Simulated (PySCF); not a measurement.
## Two-component Hartree-Fock for Sc (scandium, neutral)

Start: [Ar] 3d1 4s2; 3d5/2 filled at m_j = +5/2. Calculated with PySCF 2.14 in x2c-QZVPPall-2c (11s9p5d3f2g, 102 functions): generalised Hartree-Fock with the X2C-1e Hamiltonian and a Gaussian nucleus; one run each with spin-orbit coupling (SO) screened by Boettger's factors, then bare. This is a chosen level, not necessarily the ground level.

| spinor shell | electrons | ε, screened SO (eV) | ε, bare SO (eV) | weight of nominal j (bare SO) | rms radius, bare SO (bohr) |
| --- | --- | --- | --- | --- | --- |
| 1s1/2 | 2 | -4539.5 | -4539.5 | 1.000 | 0.0844 |
| 2s1/2 | 2 | -524.11 | -524.12 | 1.000 | 0.370 |
| 2p1/2 | 2 | -429.93 | -430.28 | 0.999 | 0.338 |
| 2p3/2 | 4 | -425.23 | -425.08 | 0.999 | 0.341 |
| 3s1/2 | 2 | -70.504 | -70.509 | 1.000 | 1.15 |
| 3p3/2 | 4 | -42.706 | -42.699 | 0.868 | 1.27 |
| 3p1/2 | 2 | -43.121 | -43.149 | 0.736 | 1.27 |
| 3d5/2 | 1 | -9.226 | -9.214 | 1.000 | 1.93 |
| 4s1/2 | 2 | -5.762 | -5.763 | 0.997 | 4.22 |

| quantity | screened SO | bare SO |
| --- | --- | --- |
| E (hartree) | -763.29571 | -763.29645 |
| M_J | 5/2 | 5/2 |
| ⟨J²⟩ | 8.799 | 8.799 |
| ⟨L²⟩ | 6.039 | 6.039 |
| ⟨S²⟩ | 0.761 | 0.761 |

Each row is a mean over spinors that exchange with the open shell spreads, by up to 4.112 eV (3p3/2).

Rows whose weight is well below 1 are mixtures of j = l ± 1/2: exchange outweighs spin-orbit coupling there, and the label is only the starting occupation.
